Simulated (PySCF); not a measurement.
Two species compared at the same levels of theory.

First species: C5H9O2P.
Numbering: `[CH2:1]=[CH:2][CH2:3][P@@H:4](=[O:5])[C:6]([CH3:7])=[O:8]` (hydrogens: H9, H10 on C1; H11 on C2; H12, H13 on C3; H14 on P4; H15, H16, H17 on C7)

Second species: C₅H₁₄N₂.
SMILES with atom numbers: `[CH3:1][CH2:2][N:3]([CH3:4])[CH2:5][CH2:6][NH2:7]` (hydrogens: H8, H9, H10 on C1; H11, H12 on C2; H13, H14, H15 on C4; H16, H17 on C5; H18, H19 on C6; H20, H21 on N7)

Cartesian coordinates in Å at the GFN2-xTB level; atoms count from 1:
```xyz
21
C5H14N2 angstrom
C     -2.1095    1.5200    0.1542
C     -1.1368    0.6177    0.9070
N     -0.2102   -0.0586    0.0123
C     -0.8754   -1.0635   -0.7921
C      0.9371   -0.6108    0.7170
C      2.1293   -0.8112   -0.2356
N      2.4696    0.3737   -0.9996
H     -2.8632    0.9458   -0.3777
H     -2.6188    2.1735    0.8584
H     -1.5651    2.1312   -0.5610
H     -0.5443    1.2428    1.5808
H     -1.7023   -0.1017    1.5265
H     -1.6664   -0.5976   -1.3745
H     -0.1639   -1.5064   -1.4850
H     -1.3138   -1.8673   -0.1783
H      0.6976   -1.5641    1.2198
H      1.2377    0.1072    1.4859
H      1.9186   -1.6123   -0.9481
H      3.0023   -1.1097    0.3514
H      2.7307    1.1250   -0.3675
H      1.6379    0.6832   -1.4944
```

Levels: PBE0/def2-SVPD for dipole moment, HOMO energy, LUMO energy, HOMO–LUMO gap, static isotropic polarisability and electronic spatial extent ⟨r²⟩ about the centre of nuclear charge; TDDFT PBE0/def2-SVPD for lowest singlet excitation; TDA PBE0/def2-SVPD for lowest triplet excitation (Tamm–Dancoff); GFN2-xTB for rotational constant A and rotational constant C. Geometries: GFN2-xTB. All species are isolated and taken at one optimised geometry, non-relativistic unless stated; the electronic structure was computed with PySCF and density fitting.

The conformers computed, where there is a choice (atom-mapped SMILES and torsion angles):
- `[CH2:1]=[CH:2][CH2:3][P@@H:4](=[O:5])[C:6]([CH3:7])=[O:8]`: C1–C2–C3–P4 -107°, C2–C3–P4–O5 -55°, C3–P4–C6–C7 -116°
- `[CH3:1][CH2:2][N:3]([CH3:4])[CH2:5][CH2:6][NH2:7]`: C1–C2–N3–C4 -70°, C2–N3–C5–C6 -158°, N3–C5–C6–N7 52°, H–N7–C6–C5 61°, H–N7–C6–C5 -55°

| property | column X | column Y |
| --- | --- | --- |
| dipole moment | 1.92 D | 1.66 D |
| HOMO energy | -6.32 eV | -7.26 eV |
| LUMO energy | 0.66 eV | -1.72 eV |
| HOMO–LUMO gap | 6.98 eV | 5.54 eV |
| lowest singlet excitation | 5.91 eV | 3.61 eV |
| lowest triplet excitation (Tamm–Dancoff) | 5.71 eV | 3.01 eV |
| static isotropic polarisability | 81.5 au | 88.1 au |
| electronic spatial extent ⟨r²⟩ about the centre of nuclear charge | 1021 bohr² | 1161 bohr² |
| rotational constant A | 4.379 GHz | 1.969 GHz |
| rotational constant C | 1.362 GHz | 1.176 GHz |

Task: Which column belongs to which species?

Result: Column X is the second species and column Y the first. The first has 17 atoms and 70 electrons, the second 21 and 58.

Task: How does each property change from the first species to the second?

Result: dipole moment +0.26 D; HOMO energy +0.94 eV; LUMO energy +2.38 eV; HOMO–LUMO gap +1.44 eV; lowest singlet excitation +2.30 eV; lowest triplet excitation (Tamm–Dancoff) +2.70 eV; static isotropic polarisability -6.6 au; electronic spatial extent ⟨r²⟩ about the centre of nuclear charge -140 bohr²; rotational constant A +2.410 GHz; rotational constant C +0.186 GHz.

On the first: In wavenumbers S1 is 29100 cm⁻¹ (1 eV = 8065.54 cm⁻¹). The polarisability is 13.05 Å³ as a volume (1 au = 0.148185 Å³), or 1.26 au for each of the 70 electrons.

On the second: The vertical singlet–triplet gap S1 − T1 is 0.20 eV (TDDFT singlet less Tamm–Dancoff triplet; S1: HOMO→LUMO, weight 0.98; T1: HOMO→LUMO, weight 0.96). No computed singlet falls in the visible range (750 to 380 nm, 1.65 to 3.26 eV); S1 lies 2.65 eV above its blue end.
